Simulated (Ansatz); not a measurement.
System: CHNO, charge 0, triplet. This triplet is an excited state, 3.8 eV above the singlet at CCSD(T)/cc-pV5Z (Ansatz, a first-principles code). CHNO (parent SMILES C(=N)=O, triplet).
B3LYP-D3(BJ)/def2-TZVP minimum from Ansatz:
```
C
O 1 1.1921
N 1 1.3863 2 122.13
H 3 1.0258 1 109.05 2 -133.91
```
Charge 0, spin multiplicity 3.

Hartree-Fock and CCSD(T) correlation energies in hartree (Ansatz). Open shells are spin-unrestricted; no spin-orbit coupling. Correlated methods leave the cores frozen. No relativity. The UHF reference of CHNO (parent SMILES N=C=O, triplet) is spin-contaminated (<S^2> up to 0.06 over the pure value in the sets run). The spin of CHNO (parent SMILES N=C=O, triplet) was assumed, and the state is the lowest solution found for it.

```
basis    X       E(HF)  E(corr, CCSD(T))
-------  -  ----------  ----------------
cc-pVTZ  3  -167.72681          -0.56850
cc-pVQZ  4  -167.73937          -0.60531
cc-pV5Z  5  -167.74231          withheld
```

Q: Fit E(corr) = E∞ + A/X³ to X = 3 and 4, predict X = 5, and compare with the run.

A: A = (-0.56850 - (-0.60531))/(1/27 - 1/64) = 1.7191; E∞ = -0.60531 - A/64 = -0.63217; at X = 5, E∞ + A/125 = -0.61842. The run gave -0.61826, 0.16 mEh above the prediction. The same form on X = 4 and 5 gives E∞ = -0.63185, 0.32 mEh above the first estimate.
